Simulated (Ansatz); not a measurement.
This geometry of C₂H₇NTe (11 atoms, charge 0, multiplicity 1) is a first-order saddle point.

Level of theory: RKS B3LYP-D4/def2-SVP (Ansatz).

```xyz
11
Properties=species:S:1:pos:R:3
C -1.024 0.925 0.315
C 0.018 -0.176 0.155
N 1.355 0.376 -0.027
Te -0.580 -1.448 -1.564
H -1.062 1.565 -0.582
H -0.733 1.575 1.158
H -2.028 0.521 0.518
H -0.048 -0.870 1.012
H 1.885 -0.118 -0.740
H 1.887 0.307 0.841
H 0.396 -2.713 -1.067
```

Problem. Which two structures does it join? (They come from a converged band through this point; their orientation in space is the band's.)

Solution. No bond is made or broken. The dihedral Te4–C2–N3–H9 goes from 63 to -74°.

Image 0:

```xyz
11
Properties=species:S:1:pos:R:3
C -0.974 1.004 0.010
C -0.045 -0.164 0.294
N 1.306 0.242 0.420
Te -0.453 -1.734 -1.342
H -0.730 1.488 -0.951
H -0.857 1.760 0.804
H -2.025 0.683 -0.024
H -0.357 -0.705 1.197
H 1.658 0.700 -0.421
H 1.934 -0.525 0.651
H 0.609 -2.806 -0.617
```

Image 8:

```xyz
11
Properties=species:S:1:pos:R:3
C -0.971 0.661 0.300
C 0.249 -0.218 0.093
N 1.411 0.578 -0.224
Te -0.005 -1.588 -1.651
H -1.148 1.297 -0.581
H -0.813 1.320 1.175
H -1.874 0.063 0.488
H 0.373 -0.905 0.951
H 2.274 0.047 -0.127
H 1.470 1.398 0.382
H -0.900 -2.710 -0.785
```

Problem. How far does it lie above each of them?

Solution. 27.5 kJ/mol above the first and 12.2 kJ/mol above the second. This is the barrier of this one path; another mechanism may lie lower.

The run took 3.6 min on 2 threads of Intel(R) Xeon(R) 6975P-C (Granite Rapids), on a shared host, peak memory 0.27 GiB.
